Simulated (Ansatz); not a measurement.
ClH₇OSi₃, SMILES `O[Si]([SiH3])([SiH3])Cl` at its PBE0-D4/def2-TZVP geometry, where that method's forces vanish. The species carries charge 0 and has multiplicity 1.

```xyz
12

O     0.9378   -1.5192   -1.0532
Si   -0.1709   -0.5610   -0.3035
Si    0.2947   -0.2843    1.9798
Si   -0.3002    1.4110   -1.5556
Cl   -2.0408   -1.4686   -0.3627
H     1.1001   -2.3915   -0.6880
H    -0.7946    0.4941    2.6254
H     1.5843    0.4348    2.1652
H     0.3933   -1.6215    2.6279
H    -0.7054    1.1032   -2.9516
H     1.0156    2.1043   -1.5570
H    -1.3139    2.2986   -0.9268
```

What forces (eV/Å) does r2SCAN-D4/def2-TZVPP give on these atoms in Ansatz? (Best estimate.)

The calculation gave: 
```
O1   0.053 -0.012 -0.057
Si2  0.013  0.059  0.042
Si3  0.006  0.015  0.011
Si4  0.002  0.014 -0.002
Cl5 -0.087 -0.036 -0.005
H6   0.011 -0.033  0.013
H7   0.022 -0.014  0.001
H8  -0.021 -0.013  0.009
H9  -0.001  0.022 -0.005
H10  0.005  0.011  0.016
H11 -0.024 -0.004 -0.005
H12  0.020 -0.010 -0.018
```
